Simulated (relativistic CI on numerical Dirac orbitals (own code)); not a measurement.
# Tc⁶⁺: 3p photoemission

Computed with this model: Dirac-Coulomb-Breit CI, separate exchange-only KLI orbitals for each configuration, model QED (radiative potential, 1s self-energy scaled to tabulated hydrogen-like ionisation energies), valence Slater integrals scaled by 0.9, multiplet model of photoemission in the sudden approximation; configurations [Kr] 4d → [Ne] 3s2 3p5 3d10 4s2 4p6 4d; 300 K; Lorentzian 2 eV and Gaussian 0.6 eV FWHM. Energies are those of the free ion, without screening or charge transfer. The energies are binding energies and can lie tens of eV above those of solids. S is read from ⟨S²⟩ = S(S + 1).

free ion: ground-state S = 0.50, centroid 539.08 eV. Peaks (eV, height): 532.2 (100), 552.6 (57).

Strongest unbroadened transitions for free ion:

```csv
Energy (eV),Relative strength
531.23,14.5
531.68,31.3
532.19,100.0
532.55,34.0
533.12,38.2
533.30,12.0
533.51,1.2
552.37,72.2
552.90,43.4
553.00,0.0
```
